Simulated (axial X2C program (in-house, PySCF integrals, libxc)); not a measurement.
Worked dissociation energy of SrCr: PBE0, spin-free

All values were computed with an in-house all-electron X2C program for linear molecules (integrals from PySCF). Spin-free means the one-electron spin-free X2C Hamiltonian. Basis: Sr dyall-cv3z [13s12p8d5f1g], Cr dyall-cv3z [9s10p6d3f2g] (cores contracted in-house); Gaussian nuclei, density fitting, unrestricted open shells. Masses: Sr 87.906 u, Cr 51.941 u.

Molecular state: M_S = 3, Λ = 0 (beyond evenly filled blocks: 2 × σα, π+α, π-α, δ+α, δ-α).

```
E(Sr) (2M_S = 0, M_L = 0) : -3178.975610 hartree
E(Cr) (2M_S = 6, M_L = 0) : -1050.597604 hartree
E(SrCr) at Re             : -4229.589914 hartree
ωe                        : 100.0 cm⁻¹
ωexe                      : 0.524 cm⁻¹
```

Problem. Work out De and D0.

Solution. De = -3178.975610 + (-1050.597604) − (-4229.589914) = 0.01670 hartree = 0.454 eV. The zero-point energy is ωe/2 − ωexe/4 = 50 cm⁻¹ = 0.006 eV, so D0 = 0.448 eV.

The state is a single determinant with fixed occupations, the lowest that a limited PBE0 search found. De is counted from the lowest determinant-based energies of the atoms at the same level, without counterpoise correction. Other states lie close and PBE0, whose exact exchange favours high spin, may order them wrongly; the determinant shown need not be the ground state. The nearest other spin-free determinant of the search, M_S = 2, Λ = 0, lies 0.47 eV up at the distance of the search.

The levels of this run spread widely (ωe from 89 to 129 cm⁻¹), so these constants depend on the method.

Each atomic determinant is the lowest at this level and need not be a pure term. Totals compare only within one Hamiltonian and basis.
